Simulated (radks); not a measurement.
Spherical quantum dot in the effective-mass picture: electrons in a well V = -V0 / (1 + exp((r - R)/a)) with V0 = 4.27, R = 5.8, a = 0.65, all in effective atomic units (hartree* = m*/eps^2 hartree, bohr* = eps/m* bohr), one dielectric constant everywhere. Method: non-relativistic Kohn-Sham, LDA (Slater exchange, Perdew-Wang correlation), spin-polarised, spherical densities; computed with a radial shooting solver with Libxc functionals. Levels are named by radial order and angular momentum (1s, 1p, 1d, 2s, ...), and open shells are averaged over m. Results are scaled to m* = 0.09 and eps = 10.8, for which hartree* = 21 meV and bohr* = 6.35 nm.

N = 4, configuration 1s2 1p(up 2, down 0). This is the lowest configuration that the search found. Occupied and some empty levels:

level    occupation  eigenvalue (meV)  <r> (nm)
1s up             1           -64.984     18.46
1s down           1           -64.042     18.39
1p up             2           -61.794     20.88
1p down           0           -60.821     20.95
1d up             0           -57.361     22.70
1d down           0           -56.418     22.82
2s up             0           -53.700     17.86
2s down           0           -53.068     17.89
1f up             0           -51.968     24.20
1f down           0           -51.081     24.34

Energy (meV): total -296.052, kinetic 18.507, external -346.02, Hartree 48.699, exchange-correlation -17.243.

Electron density:

r (nm)  n(r) (e/nm^3)
0.821      0.00004465
3.92       0.00004764
7.01       0.00005377
10.1       0.00006100
13.2       0.00006600
16.3       0.00006485
19.4       0.00005519
22.5       0.00003874
25.6       0.00002127
28.7        8.610e-06
31.8        2.450e-06
34.9        4.756e-07
38.0        6.379e-08
41.1        6.421e-09
